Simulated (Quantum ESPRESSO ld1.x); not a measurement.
Values are calculated unless marked as measured or tabulated.
Rh+, configuration [Kr] 4d8.

Code: ld1.x of Quantum ESPRESSO 7.5. Model: Dirac Kohn-Sham, PW91, spin-unpolarised, spherical densities, point nucleus; open shells fill j = l - 1/2 first.

Energy parts (eV):
total: -130221
kinetic: 135762
electron-nucleus: -314912
Hartree: 52723
exchange-correlation: -3794

Orbitals (lengths in bohr, moments of r in powers of bohr):
| orbital | occ. | eigenvalue (eV) | <r> |
|---|---|---|---|
| 1s1/2 | 2 | -23037.1 | 0.03263 |
| 2s1/2 | 2 | -3345.51 | 0.1416 |
| 2p1/2 | 2 | -3098.35 | 0.1203 |
| 2p3/2 | 4 | -2953.66 | 0.1252 |
| 3s1/2 | 2 | -604.015 | 0.3905 |
| 3p1/2 | 2 | -507.263 | 0.3831 |
| 3p3/2 | 4 | -482.373 | 0.3938 |
| 3d3/2 | 4 | -310.986 | 0.3684 |
| 3d5/2 | 6 | -306.078 | 0.3718 |
| 4s1/2 | 2 | -90.1668 | 0.9808 |
| 4p1/2 | 2 | -60.8264 | 1.061 |
| 4p3/2 | 4 | -56.9283 | 1.093 |
| 4d3/2 | 4 | -13.8622 | 1.534 |
| 4d5/2 | 4 | -13.4601 | 1.556 |

The highest occupied level is 4d5/2 at -13.460 eV. Summed over all electrons, <r^2> = 36.88 bohr^2, which gives a Langevin (diamagnetic) susceptibility term of -29.2 x 10^-6 cm^3/mol. For comparison, the ionisation energy in NIST's Atomic Spectra Database is 18.080 eV (semi-empirical). In exact Kohn-Sham theory the highest level is minus the ionisation energy, but local and semilocal functionals leave it too shallow, through self-interaction and a potential that decays too fast; potentials with the right tail come closer. The density falls to 0.001 e/bohr^3 at r = 3.74 bohr.

Beside tabulated values, note that spin-unpolarised runs miss the spin-polarisation part of the exchange energy of open shells.
